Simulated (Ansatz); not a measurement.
This geometry of AlClH$_{4}$OS (8 atoms, charge 0, multiplicity 1) is a first-order saddle point.

The calculation used RKS B3LYP-D4/6-31G* (Ansatz 0.2.0).

```xyz
8
Properties=species:S:1:pos:R:3
Al -0.009 0.346 0.136
O -0.191 -0.179 1.882
H -0.982 -0.664 2.165
H 1.365 0.036 -0.557
Cl -1.855 0.107 -0.900
S -0.030 2.506 1.256
H 1.299 2.541 1.504
H -0.246 1.180 2.070
```

(1) Which two structures does it join? (They come from a converged band through this point; their orientation in space is the band's.)

(2) How far does it lie above each of them?

Results:

(1) Bonds broken: S6–H8. Bonds formed: O2–H8.

First end point:

```xyz
8
Properties=species:S:1:pos:R:3
Al 0.019 0.040 0.241
O 0.032 -0.735 1.778
H -0.793 -1.070 2.151
H 1.308 -0.049 -0.659
Cl -1.905 0.306 -0.677
S 0.293 2.505 0.963
H 1.170 2.306 1.970
H -0.772 2.569 1.788
```

Last end point:

```xyz
8
Properties=species:S:1:pos:R:3
Al 0.105 0.620 0.191
O -0.395 -0.180 1.968
H -1.255 -0.636 1.913
H 1.425 -0.109 -0.259
Cl -1.748 0.105 -0.774
S 0.189 2.740 0.898
H 1.533 2.757 1.039
H -0.502 0.576 2.579
```

(2) 34.0 kJ/mol above the first and 61.8 kJ/mol above the second. This is the barrier of this one path; another mechanism may lie lower. The orbitals stay closed-shell, which can raise the energy where a bond breaks towards radicals; this wasn't checked here.

Time of the run: 5.4 min on 1 thread of Intel(R) Xeon(R) 6975P-C (Granite Rapids) (shared host), peak memory 0.18 GiB.
